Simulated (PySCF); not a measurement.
## Vibration and rotation of InC⁺

UHF-CCSD(T) constants of InC⁺, ³Π (triplet), unpaired electrons σ ↑, π ↑ (In def2-SVP with ECP28, C def2-SVP; scalar-relativistic core potentials (PySCF 2.14); masses 114.9039 and 12.0000 u):

* ωe: 121.1 cm⁻¹
* ωexe: 2.62 cm⁻¹
* Be: 0.16714 cm⁻¹
* αe: 0.00414 cm⁻¹
* De to In⁺ + C: 0.209 eV

What force constant and bond length do these constants imply?

Reduced mass μred = 10.865 u; k = 5.8918×10⁻⁷·μred·ωe² (u, cm⁻¹, mdyn/Å) = 0.0939 mdyn/Å; Re = √(16.8576/(μred·Be)) (u, cm⁻¹, Å) = 3.047 Å.

Estimate the centrifugal constant D from the Kratzer relation and find the Dunham coefficient a1.

D = 4Be³/ωe² = 1.27e-06 cm⁻¹; a1 = −1 − αeωe/(6Be²) = -3.99.

Correlated steps freeze 5 core orbitals. The bond is weak. Basis-set superposition, not corrected here, can be much of De in a small basis, most of all at correlated wavefunction levels. These are scalar-relativistic numbers at best; spin–orbit coupling would shift them, the dissociation energy most. For an ion De counts to the pair picked by the measured ionisation energies or electron affinities, which need not be the lowest pair at this level. The state is the lowest determinant that a PBE0 search found; another state may lie lower at other levels.
